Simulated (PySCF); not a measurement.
From one molecule to another.

First species: C3H3FN2.
Bonds: F1–C2, C2–C3 (aromatic), C3–C4 (aromatic), C4–N5 (aromatic), N5–N6 (aromatic), C2–N6 (aromatic). Hydrogens: H7 on C3; H8 on C4; H9 on N5.

Second species: C6H7P.
SMILES: `c1cc(P)ccc1`

Levels: CAM-B3LYP/def2-SVPD for dipole moment, HOMO energy, LUMO energy, HOMO–LUMO gap, static isotropic polarisability and electronic spatial extent ⟨r²⟩ about the centre of nuclear charge; TDDFT CAM-B3LYP/def2-SVPD for lowest singlet excitation; TDA CAM-B3LYP/def2-SVPD for lowest triplet excitation (Tamm–Dancoff); ΔSCF CAM-B3LYP/def2-SVPD for vertical ionisation energy; PBE0-D3(BJ)/def2-SVP for rotational constant A and rotational constant C. Geometries: PBE0-D3(BJ)/def2-SVP. All species are isolated and taken at one optimised geometry, non-relativistic unless stated. Electronic properties by PySCF.

Dipoles, sizes and rotational constants follow the conformer. The torsions of the flexible species, by atom-mapped SMILES:
- `[PH2:1][c:2]1[cH:3][cH:4][cH:5][cH:6][cH:7]1`: H–P1–C2–C3 140°, H–P1–C2–C3 45°

Values for the first species:

| Item | Value |
| --- | --- |
| Dipole moment | 3.86 D |
| HOMO energy | -8.86 eV |
| LUMO energy | 1.22 eV |
| HOMO–LUMO gap | 10.08 eV |
| Lowest singlet excitation | 6.77 eV |
| Lowest triplet excitation (Tamm–Dancoff) | 4.73 eV |
| Static isotropic polarisability | 46.7 au |
| Vertical ionisation energy | 9.98 eV |
| Electronic spatial extent ⟨r²⟩ about the centre of nuclear charge | 439 bohr² |
| Rotational constant A | 9.458 GHz |
| Rotational constant C | 2.646 GHz |

**Question.** Estimate the same properties for the second species, and the change in each.

**Answer.** 
| property | first | second | second less first |
| --- | --- | --- | --- |
| dipole moment | 3.86 D | 0.96 D | -2.90 D |
| HOMO energy | -8.86 eV | -7.89 eV | +0.97 eV |
| LUMO energy | 1.22 eV | 0.51 eV | -0.71 eV |
| HOMO–LUMO gap | 10.08 eV | 8.40 eV | -1.68 eV |
| lowest singlet excitation | 6.77 eV | 5.17 eV | -1.60 eV |
| lowest triplet excitation (Tamm–Dancoff) | 4.73 eV | 3.92 eV | -0.81 eV |
| static isotropic polarisability | 46.7 au | 95.4 au | +48.7 au |
| vertical ionisation energy | 9.98 eV | 8.61 eV | -1.37 eV |
| electronic spatial extent ⟨r²⟩ about the centre of nuclear charge | 439 bohr² | 961 bohr² | +522 bohr² |
| rotational constant A | 9.458 GHz | 5.476 GHz | -3.982 GHz |
| rotational constant C | 2.646 GHz | 1.192 GHz | -1.454 GHz |

On the first: The dipole equals about 12.9 × 10⁻³⁰ C·m (1 D = 3.33564 × 10⁻³⁰ C·m).

On the second: In atomic units the dipole is 0.38 e·bohr (1 au = 2.5417 D). The principal polarisabilities are 61.7, 97.5 and 127.1 au; their mean is the isotropic value.
